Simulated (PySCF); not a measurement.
The isolated species `CC#C[Si@H]1[C@H](F)CCO1` is ionised with Mg Kα (hν = 1253.6 eV). Calculated photoelectron kinetic energies of its computed core levels, recoil neglected:

```json
{"line": "1", "kinetic energy (eV)": "1146.50"}
{"line": "2", "kinetic energy (eV)": "1145.88"}
{"line": "3", "kinetic energy (eV)": "963.93"}
{"line": "4", "kinetic energy (eV)": "963.06"}
{"line": "5", "kinetic energy (eV)": "962.72"}
{"line": "6", "kinetic energy (eV)": "961.75"}
{"line": "7", "kinetic energy (eV)": "961.51"}
{"line": "8", "kinetic energy (eV)": "961.44"}
{"line": "9", "kinetic energy (eV)": "716.00"}
{"line": "10", "kinetic energy (eV)": "561.62"}
```

The calculation used PySCF 2.14.0, delta-SCF UKS SCAN, pcX-2 on the ionised atom, pcseg-1 elsewhere, spin-free X2C.

**Question.** Convert to binding energies and name the level and atom behind each line. Numbering: `[CH3:1][C:2]#[C:3][Si@@H:4]1[O:5][CH2:6][CH2:7][C@H:8]1[F:9]`.

**Answer.** Against the vacuum level, binding energy = hν − kinetic energy.

```tsv
line	binding energy (eV)	level	atoms	environment
1	107.10	Si 2p3/2	Si4	oxygen-bound silicon
2	107.72	Si 2p1/2	Si4	oxygen-bound silicon
3	289.67	C 1s	C3	alkyne carbon
4	290.54	C 1s	C2	alkyne carbon
5	290.88	C 1s	C7	ring CH2 carbon
6	291.85	C 1s	C1	propargylic carbon
7	292.09	C 1s	C6	sp3 carbon bound to oxygen
8	292.16	C 1s	C8	sp3 C–F carbon
9	537.60	O 1s	O5	silyl ether oxygen
10	691.98	F 1s	F9	alkyl fluorine
```

Out of reach at this photon energy: Si 1s (1847.0 eV).

**Question.** Where does line 5 move with hν = 800.0 eV?

**Answer.** To 800.0 − 290.88 = 509.12 eV; every photoline shifts by the change in photon energy, -453.6 eV.

Lowest listed C 1s: C3, bonded to C (triple bond) and Si. Highest, 2.49 eV above it: C8, bonded to F, C, H and Si. Summing the Pauling electronegativity differences to the bonded atoms, each weighted by its formal bond order, gives -0.65 for the lowest site and +0.43 for the highest; no listed site has a larger sum than the highest. The smallest sum, -1.05, belongs to C1, 2.18 eV above the lowest.

**Question.** Which photon wavelength matches the C 1s of C6 threshold?

**Answer.** λ = hc/E = 12398.42 eV Å / 292.09 eV = 42.447 Å.

Other core shells, valence and Auger electrons aren't listed. The unrestricted hole states depart most from a pure doublet (⟨S²⟩ = 0.75; over 0.85 named) for C 1s of C2 (0.87), which makes this value less certain. Spin–orbit coupling isn't in the SCF: each 2p doublet comes from a relaxed spin-free hole plus a matrix of the shell (mean-field spin–orbit coupling and the ground-state 2p splitting), with 2p3/2 averaged over its two sublevels. 2p1/2 minus 2p3/2 (ligand field included): Si 0.62 eV. Isolated species at its PBE0-D3(BJ)/def2-SVP geometry (one conformer only).

The run took 2.6 min of wall time on one thread of an AMD EPYC 7R43, no GPU (shared host), and the process peaked at 0.66 GiB of memory.
